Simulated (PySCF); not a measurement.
Cd(I)(Me), SMILES [I][Cd][CH3] (CH₃CdI) (PBE0/def2-SVP optimised geometry):

```
6

Cd     0.064    -0.140     0.000
I     -2.549    -0.144    -0.006
C      2.173    -0.140     0.000
H      2.548    -0.423     0.994
H      2.549     0.862    -0.255
H      2.543    -0.862    -0.742
```

Computed with PySCF with PBE0/def2-TZVP, def2 effective core potentials past Kr.

Q: What are the frontier orbital energies and the dipole moment?

A: HOMO-2 -7.90 eV, HOMO-1 -7.32 eV, HOMO -7.32 eV, LUMO -1.06 eV, LUMO+1 -0.49 eV; dipole moment 2.68 D.

On the same geometry PBE/def2-TZVP, def2 effective core potentials past Kr (PySCF) gives HOMO-2 -6.88 eV, HOMO-1 -6.22 eV, HOMO -6.22 eV, LUMO -1.86 eV, LUMO+1 -1.16 eV; dipole moment 2.62 D.
